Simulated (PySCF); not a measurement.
# How methods differ on the ionisation energy of Re⁷²⁺

Re⁷²⁺ [He] 2s1 (2S) → Re⁷³⁺ 1s2 (1S), as a difference of total energies. Calculation: PySCF 2.14, in an uncontracted even-tempered set (18 s from 53 bohr⁻², ratio 2.2; 8 p from 80 bohr⁻², ratio 2.4; 5 d from 240 bohr⁻², ratio 2.4; 5 f from 360 bohr⁻², ratio 2.4; 4 g from 540 bohr⁻², ratio 2.4); scalar relativity by spin-free X2C-1e. Correlated levels: nothing frozen; virtual orbitals above 40 to 60 times the deepest correlated orbital energy dropped. The calculations carry no spin-orbit coupling.

```tsv
method	ionisation energy (eV)
UHF	20325.2
LDA	20311.9
PBE	20333.3
PBE0	20331.4
r2SCAN	20321.2
PW91	20334.5
B2PLYP	20329.4
MP2 (all electrons)	20325.4
SCS-MP2 (all electrons)	20325.4
```

For this ion Breit and QED terms and the two-electron picture change, all absent here, outweigh the differences among the correlated methods.

For comparison: 20297.4 ± 0.21 eV (theoretical estimate listed by NIST; NIST Atomic Spectra Database, ionization energies).
